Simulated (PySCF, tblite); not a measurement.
C₅H₁₁BOSi.
Atom-mapped SMILES: `[BH2:1][Si@:2]([OH:3])([C:4]#[C:5][CH3:6])[CH2:7][CH3:8]` (hydrogens: H9, H10 on B1; H11 on O3; H12, H13, H14 on C6; H15, H16 on C7; H17, H18, H19 on C8)

Jobs on this species (19 atoms, 68 electrons) with PySCF (density fitting) and tblite. Hardware of each: one thread of an Arm Neoverse V2, no GPU (shared host). Times come from a shared host and carry two figures at best.

Task: Rank these jobs by wall time, shortest first.
A. PBE0/pcSseg-1; shieldings, charges and field gradients; 198 basis functions
B. GFN2-xTB; Hessian by finite differences
C. GFN2-xTB; L-BFGS relaxation

Result: B (0.61 s), C (1.1 s), A (34 s).

All jobs:

```
level and settings                                     work  basis functions  SCF cycles  wall time
          GFN2-xTB            Hessian by finite differences                –           –     0.61 s
          GFN2-xTB                        L-BFGS relaxation                –           –      1.1 s
     PBE0/pcSseg-1  shieldings, charges and field gradients              198          14       34 s
```

Task: What do all jobs in the table cost together?

Result: About 36 s; the longest takes about 95 % of that, and about 56 times as long as the shortest.
